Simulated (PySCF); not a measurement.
A structure optimised at PBE-D3(BJ)/def2-SVP, used in a PySCF frequency run:

```
N
H 1 1.0237
B 1 1.3987 2 115.44
F 3 1.3554 1 121.15 2 180.00
C 1 1.4481 2 116.60 3 180.00
H 5 1.1066 1 109.40 2 180.00
H 5 1.1120 6 107.78 1 122.06
H 5 1.1120 6 107.78 7 115.87
C 3 1.5899 4 119.12 1 180.00
F 9 1.4021 3 110.79 4 180.00
H 9 1.1156 10 108.86 2 122.42
H 9 1.1156 11 106.03 10 -116.97
```

Question: Write its SMILES, formula and point group.

Answer: CNB(F)CF, C2H6BF2N, Cs

Question: What are its rotational constants (standard atomic weights)?

Answer: 4.9816, 2.3783, 1.6435 GHz
